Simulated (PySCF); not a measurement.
# Hartree-Fock beside MP2: B2CH3O

Calculated results; nothing here was measured. The program is PySCF 2.14.0, an open-source quantum chemistry code, run on an isolated molecule that a program drew, which may never have been made. The molecule is B2CH3O (charge 0, doublet), drawn as the SMILES string `[CH2]BB=O`.

The geometry was optimised and harmonic frequencies were computed with HF and MP2, all in the cc-pVDZ basis, for the commonest isotopes, with a restricted reference for singlets and an unrestricted one otherwise, and a frozen core in MP2. Each result is a local minimum of its method.

Geometry at the HF minimum:
```xyz
7
B2CH3O, angstrom
C     0.8510   -0.0616    1.5765
B     2.3567   -0.0318    1.8526
B     3.4926   -0.1810    0.5889
O     4.2819   -0.2850   -0.2939
H     0.4273   -0.1767    0.5839
H     0.1179    0.0322    2.3714
H     2.7606    0.0982    2.9718
```

Lengths of the bonds as drawn, in Å (atoms numbered as above):
```
bond,HF,MP2
C1-B2,1.531,1.538
B2-B3,1.706,1.696
B3-O4,1.189,1.223
C1-H5,1.085,1.096
C1-H6,1.085,1.096
B2-H7,1.197,1.205
```

Rotational constants, in GHz:
```
constant,HF,MP2
A,40.23,39.43
B,3.743,3.707
C,3.424,3.388
```

Harmonic frequencies in cm^-1, each column in rising order, so a row needn't be the same motion in every method:
```
rank,HF,MP2
1,183,169
2,251,212
3,393,347
4,510,474
5,687,674
6,764,737
7,890,879
8,925,881
9,1111,?
10,1273,1230
11,1570,1488
12,2144,1934
13,2731,2679
14,3282,3195
15,3373,3297
```

**Estimate the missing MP2 frequency from the HF column.**

A single factor s that minimises the squared misfit of MP2 against s times HF over the other rows is sum(HF x MP2) / sum(HF^2) = 0.9651, with an rms misfit of 43 cm^-1. For rank 9 it gives 0.9651 x 1111 = 1072 cm^-1. The calculation gives 1072 cm^-1, the same as the estimate. The drawn bonds are on average 0.9 % longer in MP2 than in HF.
